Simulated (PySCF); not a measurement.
(HBe-mu-Br)2.
Bonds: Be1–Br3, Be1–Br6, Br3–Be4, Be4–Br6. Hydrogens: H2 on Be1; H5 on Be4.

Method used: PBE0-D3(BJ)/def2-SVP geometry optimisation, gas phase (PySCF).

Task: List the bond lengths, angles and torsions at this level.

Result: 
```
                    bond  length (Å)
          Be1–H2, Be4–H5       1.337
Be1–Br3 and 3 like bonds       2.186
```

Bonds in one row agree within 0.01 Å and their mean is given. A selection of angles:
```
      angle  degrees
 H2–Be1–Br3    129.6
Br3–Be1–Br6    100.7
Be1–Br3–Be4     79.3
```

Torsions: Br6–Be1–Br3–Be4 -1° (synperiplanar); Br3–Be1–Br6–Be4 1° (synperiplanar); Be1–Br3–Be4–Br6 1° (synperiplanar); Br3–Be4–Br6–Be1 -1° (synperiplanar).

The 4 heavy atoms lie in one plane (0.006 Å rms). Be1 (beryllium bonded to 2 Br and H) is planar (angles 129.8°, 129.6° and 100.7°, sum 360.0°, 0.00 Å off the plane of its three neighbours). All 4 Be–Br bonds measure 2.185 to 2.187 Å.

Not checked by PBE0-D3(BJ)/def2-SVP frequencies. The numbers are those of one conformer.

Hardware: one thread, Arm Neoverse N1 (shared host). Cost: 84 s wall. This is the geometry optimisation.
